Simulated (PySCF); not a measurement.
CH₃FOSi.
Z-matrix (Å and degrees, PBE0-D3(BJ)/def2-SVP geometry), rows numbered from 1:
```
O 
C   1  1.2072
Si  2  1.9205  1  117.29
F   3  1.6261  2  109.95  1  -179.86
H   2  1.1252  1  120.73  3   179.99
H   3  1.4871  2  108.49  1    60.79
H   3  1.4869  2  108.57  1   -60.61
```

Theory: PBE0-D3(BJ)/def2-SVP geometry optimisation, gas phase in PySCF.

Masses are those of the commonest isotopes; rigid-rotor values at the optimised geometry. The values belong to one conformer with, in the numbering `[O:1]=[CH:2][SiH2:3][F:4]`, O1–C2–Si3–F4 180°.

(1) Give the principal moments of inertia and the rotational constants in MHz.

(2) Classify the top.

(3) What does the inertial defect say?

(4) Give the other two planar moments, Paa and Pbb, and the rms extents of the mass along the axes.

(5) List the rotational levels J(Ka,Kc) to J = 2 (MHz).

(6) Which types of transition are allowed, and where do some lines up to J = 5 fall?

(7) Estimate the classical rotational partition function at 200 K, 298.15 K and 500 K.

Answers

(1) Ia = 24.44, Ib = 162.57, Ic = 180.92 u·Å²; 505379 MHz·u·Å²/I gives A = 20677, B = 3109, C = 2793 MHz.

(2) A near-prolate asymmetric top: κ = (2 × 3109 − 20677 − 2793)/(20677 − 2793) = -0.96.

(3) Not planar: Δ = Ic − Ia − Ib = -6.09 u·Å². For a rigid frame Δ = −2 Σ m c², so Σ m c² = 3.05 u·Å² lies off the ab plane, practically all of it from hydrogen. The atom farthest from that plane is 1.23 Å away.

(4) Paa = Σ m a² = (Ib + Ic − Ia)/2 = 159.52 and Pbb = Σ m b² = (Ia + Ic − Ib)/2 = 21.39 u·Å². With the mass M = 77.99 u, the rms extents √(P/M) along a, b and c are 1.43, 0.52, 0.20 Å.

(5) Above 0(0,0):
J = 1: 1(0,1) 5902, 1(1,1) 23470, 1(1,0) 23785
J = 2: 2(0,2) 17702, 2(1,2) 34959, 2(1,1) 35905, 2(2,1) 88609, 2(2,0) 88613
Those of J = 1 are B + C, A + C and A + B.

(6) The dipole components are |μa| = 0.72 D, |μb| = 0.11 D, |μc| = 0.00 D; the mirror of this Cs structure is the ab plane, so μc vanishes by symmetry and there are no c-type lines. Intensities carry the squares of the components, which stand as 1.00 : 0.02 (a : b). Some lines, for components of 0.1 D or more:

```csv
type,branch,"J(Ka,Kc)",MHz,lower level (cm⁻¹)
b,R,"3(0,3) ← 2(1,2)",433,1.166
a,R,"3(2,1) ← 2(2,0)",17723,2.956
b,R,"1(1,1) ← 0(0,0)",23470,0.000
a,R,"5(1,5) ← 4(1,4)",28704,2.507
b,R,"2(1,2) ← 1(0,1)",29057,0.197
b,R,"5(1,5) ← 4(0,4)",44906,1.967
b,Q,"4(2,2) ← 4(1,3)",51671,2.612
b,R,"3(2,2) ← 2(1,1)",70410,1.198
b,Q,"3(3,1) ← 3(2,2)",88630,3.546
b,Q,"4(3,2) ← 4(2,3)",88642,4.334
b,R,"3(3,1) ← 2(2,0)",106332,2.956
b,R,"4(4,1) ← 3(3,0)",147688,6.503
b,R,"5(5,1) ← 4(4,0)",189041,11.429
```

(7) Point group Cs, symmetry number σ = 1; q = (√π/σ)·√((kT/h)³/(ABC)), k/h = 20836.6 MHz/K: 35600 at 200 K, 64800 at 298.15 K, 141000 at 500 K.

PBE0-D3(BJ)/def2-SVP frequencies: not computed here. No vibrational averaging or centrifugal distortion is included, and the geometry carries the error of its method.
